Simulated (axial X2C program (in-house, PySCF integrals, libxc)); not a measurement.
## InB: from the spin-free to the two-component result

Computed with an axial X2C code built on PySCF integrals. Spin-free means the one-electron spin-free X2C Hamiltonian; two-component (2c) means X2C with spin–orbit coupling and atomic mean-field two-electron Coulomb and Gaunt terms, so the difference of the two also holds small scalar two-electron terms. Basis: In dyall-cv3z [11s12p9d4f1g], B dyall-v3z [7s6p2d1f] (cores contracted in-house); Gaussian nuclei, density fitting, unrestricted open shells. Masses: In 114.904 u, B 11.009 u.

Spin-free state: M_S = 1, Λ = 0 (beyond evenly filled blocks: π+α, π-α); fragments In + B.

```csv
level,Re (Å),ωe (cm⁻¹),De (eV),μ (D)
LDA,2.168,493.2,2.453,-2.05
```

Dipoles are positive if B is the positive end.

Two-component determinant lowest at the distance of the search:

Ω = 1 (⟨Sz⟩ = 0.99, ⟨Lz⟩ = 0.01 at LDA); fragments In + B.

```json
{"level": "LDA", "Re (Å)": "2.169", "ωe (cm⁻¹)": "491.5", "μ (D)": "-2.05"}
```

Question: From the two tables, how do the constants change at the LDA level (2c against spin-free)?

Answer: At the LDA level Re goes up by 0.001 Å and ωe goes down by 1.7 cm⁻¹.

De is counted from the lowest determinant-based energies of the atoms at the same level, without counterpoise correction. De is not given where an atomic determinant may have missed its ground term or J level, or where the truncated virtual space spoils (T). Density functionals use the spin component along the axis (collinear). The functionals have no current-density term, which raises determinants with orbital currents, atoms included. The state is one determinant with fixed occupations, lowest in a PBE0 search at one distance only: followed along the bond, the spin-free determinant M_S = 1, Λ = 1 reaches 0.02 eV lower at PBE0, at Re = 2.419 Å, so the state shown is not the lowest. With several unpaired electrons one determinant need not be a pure state. Open-shell Ω = 0 determinants with evenly filled partner blocks cannot be reached by this program, so the Ω shown need not be the lowest component. At some level and bond length an empty orbital lies below a filled one. This is the Ω = 1 component of a π² triplet; the 0⁺ component is not one determinant and can lie lowest.
